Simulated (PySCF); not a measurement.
C9H11 (charge +1).
SMILES with atom numbers: `[CH3:1][C+:2]([CH3:3])[c:4]1[cH:5][cH:6][cH:7][cH:8][cH:9]1` (hydrogens: H10, H11, H12 on C1; H13, H14, H15 on C3; H16 on C5; H17 on C6; H18 on C7; H19 on C8; H20 on C9)

Torsions of this conformer, `[CH3:1][C+:2]([CH3:3])[c:4]1[cH:5][cH:6][cH:7][cH:8][cH:9]1`: C1–C2–C4–C5 2°.

The closed-shell ground state was solved at several levels (PySCF, density fitting, gas phase, non-relativistic). Isolated species at its PBE0-D3(BJ)/def2-SVP geometry, gas phase.

| level | basis functions | HOMO (eV) | LUMO (eV) | gap (eV) |
| --- | --- | --- | --- | --- |
| CAM-B3LYP/def2-SVPD | 268 | -13.36 | -6.95 | 6.41 |
| PBE0/pcSseg-1 | 208 | -12.21 | -8.03 | 4.18 |

**Question.** What might CAM-B3LYP/pcSseg-1 (208 basis functions) give for the same quantities?

**Answer.** HOMO -13.40 eV, LUMO -7.00 eV, gap 6.40 eV.
